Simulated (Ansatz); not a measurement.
Pulling on the Ge1–Br2 bond in BrGeH3 (SMILES [GeH3][Br]) (multiplicity 1 held, fragments rigid). Energies count from the point at 2.332 Å.
Geometry at that point (charge 0, multiplicity 1):
```xyz
5

Ge    -1.1456     0.0468     0.0046
Br     1.1842    -0.0484    -0.0048
H     -1.5399     1.4838    -0.3541
H     -1.6070    -0.3323     1.4163
H     -1.6424    -0.9559    -1.0428
```

Signs of static correlation in cc-pVTZ, with CASSCF(6,4), from Ansatz (a quantum-chemistry and plane-wave program) runs.

```
R (Å)  T1 of restricted CCSD  ⟨S²⟩ of UHF  largest double amplitude of restricted CCSD  weight of the CASSCF reference in MRCISD  CASSCF natural occupations
-----  ---------------------  -----------  -------------------------------------------  ----------------------------------------  --------------------------
1.865                  0.008        0.000                                        0.020                                     0.896         2.00 2.00 1.99 0.01
2.099                  0.008        0.000                                        0.026                                     0.894         2.00 2.00 1.99 0.01
2.332                  0.009        0.000                                        0.035                                     0.893         2.00 2.00 1.98 0.02
2.565                  0.010        0.000                                        0.061                                     0.892         2.00 2.00 1.97 0.03
2.798                  0.013        0.000                                            …                                     0.892         2.00 2.00 1.95 0.05
3.148                  0.020        0.238                                        0.135                                     0.891         2.00 2.00 1.90 0.10
3.498                  0.033        0.723                                        0.188                                     0.891         2.00 2.00 1.80 0.20
4.081                  0.070        0.956                                        0.330                                     0.892         2.00 2.00 1.51 0.49
4.664                      …        1.002                                        0.574                                     0.893         2.00 2.00 1.25 0.75
5.363                  0.168        1.012                                        0.888                                     0.893         2.00 2.00 1.09 0.91
6.296                  0.188        1.014                                        1.094                                     0.893         2.00 2.00 1.02 0.98
7.462                  0.185        1.014                                        1.135                                     0.893         2.00 2.00 1.00 1.00
```

Complete the blanks.


- 2.798, largest double amplitude of restricted CCSD: 0.089
- 4.664, T1 of restricted CCSD: 0.121

Doubts at one or more of the structures used: active orbitals that take no part (SC-NEVPT2 on CASSCF(6,4)/cc-pVTZ); a restricted determinant that unrestricted orbitals would lower (R-CCSD(T)/cc-pVTZ); T1 above 0.05 (R-CCSD(T)/cc-pVTZ, U-CCSD(T)/cc-pVTZ); other coupled-cluster roots lie near (R-CCSD(T)/cc-pVTZ); a spin-contaminated determinant (U-CCSD(T)/cc-pVTZ).
